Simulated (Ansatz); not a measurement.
Consider the formal exchange of groups at the In–Br bond: `[F][In]([F])[Br]` + `COC(C)Cl` → `C[O][In]([F])[F]` + `CC(Cl)Br`.

Calculated with Ansatz (gas phase, PBE0-D4/def2-TZVP geometries, no zero-point term in ΔE). CBS: MP2 limit from def2 TZ/QZ plus the TZ coupled-cluster correction, frozen cores. DFT in def2-TZVPP. B3LYP here is the variant with VWN-RPA as its local correlation; programs differ in this. HSE06 is defined as in plane-wave codes. Elements past krypton have def2 core potentials. For Br, In outer-core shells are correlated without core-valence functions, which leaves a few kJ/mol of doubt a bond. Scalar relativity is left out up to krypton. One conformer a species, not always the lowest.

`[F][In]([F])[Br]`:

Z-matrix (Å, degrees):
```
In
F 1 1.925
Br 1 2.413 2 123.2
F 1 1.924 2 113.7 3 -180.0
```

`COC(C)Cl`:

Z-matrix (Å, degrees):
```
C
O 1 1.411
H 1 1.089 2 106.8
H 1 1.097 2 110.9 3 -119.1
H 1 1.094 2 110.9 3 119.4
C 2 1.366 1 114.8 3 174.4
Cl 6 1.837 2 111.2 1 69.1
C 6 1.501 2 109.5 1 -170.5
H 6 1.096 2 111.5 1 -45.0
H 8 1.092 6 109.1 2 61.0
H 8 1.089 6 110.5 2 -178.8
H 8 1.090 6 109.9 2 -58.3
```

`C[O][In]([F])[F]`:

```xyz
8

C     1.066    0.359   -0.772
O    -0.346    0.429   -0.716
In   -1.349   -0.339    0.774
F    -0.460   -1.234    2.242
F    -3.268   -0.273    0.901
H     1.376    0.858   -1.694
H     1.435   -0.672   -0.804
H     1.547    0.870    0.069
```

`CC(Cl)Br`:

```xyz
8

C     0.753   -0.154   -0.325
C    -0.631   -0.022    0.246
Cl   -1.751    0.663   -0.940
Br   -0.604    1.059    1.867
H     1.147    0.822   -0.608
H     1.418   -0.604    0.415
H     0.720   -0.792   -1.211
H    -1.052   -0.974    0.557
```

| level | ΔE (kJ/mol) | difference from CCSD(T)/CBS |
| --- | --- | --- |
| LDA (SPW92) | 140.8 | 14.4 |
| PBE-D4 | 127.6 | 1.2 |
| revPBE-D4 | 124.7 | -1.7 |
| BLYP-D4 | 122.3 | -4.1 |
| B97M-V | 138.3 | 11.9 |
| PBE0-D4 | 139.6 | 13.2 |
| B3LYP-D4 | 133.6 | 7.2 |
| r2SCANh-D4 | 141.2 | 14.8 |
| r2SCAN0-D4 | 146.3 | 19.9 |
| HSE06-D4 | 139.6 | 13.2 |
| BHLYP-D4 | 147.1 | 20.7 |
| CAM-B3LYP-D4 | 138.5 | 12.1 |
| ωB97X-V | 136.1 | 9.7 |
| ωB97M-V | 137.4 | 11.0 |
| PBE-QIDH | 138.2 | 11.8 |
| PBE | 127.8 | 1.4 |
| revPBE | 123.2 | -3.2 |
| BLYP | 123.3 | -3.1 |
| r2SCAN | 137.4 | 11.0 |
| PBE0 | 139.7 | 13.3 |
| B3LYP | 134.5 | 8.1 |
| r2SCAN0 | 146.0 | 19.6 |
| HSE06 | 139.7 | 13.3 |
| BHLYP | 148.1 | 21.7 |
| CAM-B3LYP | 138.8 | 12.4 |
| LC-ωPBE | 134.5 | 8.1 |
| RPA@PBE/def2-TZVPP | 119.8 | -6.6 |
| HF/def2-SVP | 176.9 | 50.5 |
| MP2/def2-SVP | 143.2 | 16.8 |
| CCSD/def2-SVP | 152.7 | 26.3 |
| CCSD(T)/def2-SVP | 150.3 | 23.9 |
| HF/def2-TZVPP | 161.4 | 35.0 |
| MP2/def2-TZVPP | 122.0 | -4.4 |
| CCSD/def2-TZVPP | 132.0 | 5.6 |
| CCSD(T)/def2-TZVPP | 127.9 | 1.5 |
| HF/def2-QZVPP | 160.4 | 34.0 |
| MP2/def2-QZVPP | 120.8 | -5.6 |
| SCS-MP2/def2-QZVPP | 120.7 | -5.7 |
| MP2/CBS(def2) | 120.5 | -5.9 |
| CCSD/CBS(def2) | 130.4 | 4.0 |
| CCSD(T)/CBS | 126.4 | 0 |

Largest T1 diagnostic among the species: 0.017.

From BLYP to BHLYP (50 % exact exchange), in def2-TZVPP and without D4, ΔE moves by +24.8 kJ/mol. Leaving LDA and LC-ωPBE aside and taking each functional with its dispersion term where it has one, the values spread over 24.8 kJ/mol, from BLYP-D4 to BHLYP-D4. LDA lies +13.0 kJ/mol from PBE without D4.
